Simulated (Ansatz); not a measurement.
H5NSi (SMILES N[SiH3]) moved off its minimum; all values from Ansatz (a quantum-chemistry and plane-wave program), cores frozen in correlated methods.
(charge 0, multiplicity 1)
```xyz
7

Si    -0.53337     0.04593     0.06763
N      1.12412    -0.14394    -0.17194
H     -1.29282    -0.88994    -0.83678
H     -0.88701     1.46810    -0.30090
H     -1.07304    -0.11811     1.44869
H      1.49177    -1.06872    -0.14562
H      1.78523     0.55054     0.20437
```

Problem. Give the forces (eV/Å), the total energy and the dipole at CCSD(T)/cc-pV(T+d)Z.

Solution. 
```csv
atom,Fx,Fy,Fz
Si1,-1.654,0.799,-0.198
N2,1.207,0.842,0.161
H3,0.320,0.175,0.302
H4,0.130,-0.439,0.070
H5,0.106,-0.161,-0.041
H6,0.473,-0.450,0.046
H7,-0.581,-0.765,-0.340
```
Energy -346.7458 hartree, dipole 1.64 D.
